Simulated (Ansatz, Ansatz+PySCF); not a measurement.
```xyz
3

N     0.2236    0.0043   -0.0498
N     1.1479   -0.1478   -0.5236
O     0.2623    3.3257    0.7020
```

Basis set: def2-SVP (spherical functions). Left uncorrelated: 3 orbitals. Charge 0, multiplicity 3.

Computed with Ansatz (development build ahead of 0.2.0); each method stands on the lowest determinant of its kind that the runs found.

Problem. Give the atomization energy at this shape (free ground-state atoms in the same class of orbitals less the molecule, no zero-point energy) of triplet N₂O by UHF-MP2, UHF.

Solution.

```tsv
method	atomization energy
UHF-MP2	882.8 kJ/mol
UHF	470.6 kJ/mol
```

Caution: the shape is not the minimum. Caution for UHF-MP2: MP2 forces lie far from those of the mean fields.
